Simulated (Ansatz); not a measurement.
Basis sets compared for Ca4O6H4, a hydroxylated oxide cluster. Total charge 0; singlet. Geometry B3LYP-D4/def2-SVP. Ansatz on 4 threads of Arm Neoverse V2 on a shared host; times are rough, and most runs start from earlier orbitals.

```csv
atom,x (Å),y (Å),z (Å)
Ca1,1.4656,0.9873,0.8123
Ca2,-1.3990,2.2737,0.6594
Ca3,-1.2257,-0.9732,0.1367
Ca4,0.7508,-0.0409,-2.2402
O5,-0.5116,-1.8251,-1.8944
O6,2.6007,0.4681,-1.2174
O7,0.5854,-1.0604,1.4036
O8,-0.3412,0.8580,-0.7046
O9,-2.7251,0.4281,1.0387
O10,0.3518,2.5396,1.6367
H11,-0.5136,-2.7368,-2.2061
H12,3.5501,0.3378,-1.3131
H13,0.8241,-1.5724,2.1836
H14,-3.4124,0.3162,1.7048
```

The 6-31G sets use Cartesian d functions.

Binding counts from free atoms (Ca singlet, O triplet, H doublet) in the same basis, without a counterpoise term.

```tsv
level	functions	energy (Eh)	HOMO (eV)	LUMO (eV)	binding per atom (eV)	wall time
HF/STO-3G	86	-3125.3053	-2.66	3.92	1.28	0.8 s
HF/6-31G	178	-3158.8451	-6.87	0.35	2.59	3.7 s
PBE-D4/def2-SVP	200	-3162.6840	-3.10	-1.50	4.34	5 s
PBE-D4/def2-TZVPD	420	-3163.5602	-3.34	-1.58	4.24	14 s
B97M-V/def2-TZVPD	420	-3164.0683	-3.44	-1.50	4.10	58 s
PBE0-D4/def2-SVP	200	-3162.8407	-4.23	-0.96	4.14	7.5 s
```

(1) Estimate the rows for PBE-D4/def2-TZVP (with forces), B97M-V/def2-TZVP, PBE0-D4/def2-TZVP.

Answers

(1) 
```csv
level,functions,energy (Eh),HOMO (eV),LUMO (eV),binding per atom (eV),wall time
PBE-D4/def2-TZVP (with forces),354,-3163.5521,-3.28,-1.56,4.24,10 s
B97M-V/def2-TZVP,354,-3164.0614,-3.39,-1.48,4.10,40 s
PBE0-D4/def2-TZVP,354,-3163.7002,-4.40,-1.00,4.04,20 s
```
